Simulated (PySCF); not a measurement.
## Ionisation energy of S²⁺ by level of theory

S²⁺ [Ne] 3s2 3p2 (3P) → S³⁺ [Ne] 3s2 3p1 (2P), as a difference of total energies. Computed with PySCF 2.14 in dyall-av3z, with the spin-free X2C one-electron Hamiltonian (Gaussian nucleus). Correlated levels: valence: [Ne] frozen; virtual orbitals above 40 to 60 times the deepest correlated orbital energy dropped. The calculations carry no spin-orbit coupling.

```tsv
method	ionisation energy (eV)
UHF	34.153
LDA	34.871
PBE	34.825
PBE0	34.867
r2SCAN	35.022
B97-3	34.699
wB97X-V	34.647
B3LYP	34.819
r2SCAN0	34.994
MP2 (valence)	34.636
SCS-MP2 (valence)	34.539
```

Problem. How much does correlation contribute at MP2 (valence)?

Solution. 34.636 − (34.153) = 0.483 eV, measured against UHF.

A first-order spin-orbit estimate (lowest level to lowest level, LS coupling) adds -0.009 eV.

Errors of the correlated levels include the incompleteness of this basis and the frozen core.

For comparison: 34.86 ± 0.04 eV (semi-empirical (NIST evaluation); NIST Atomic Spectra Database, ionization energies).
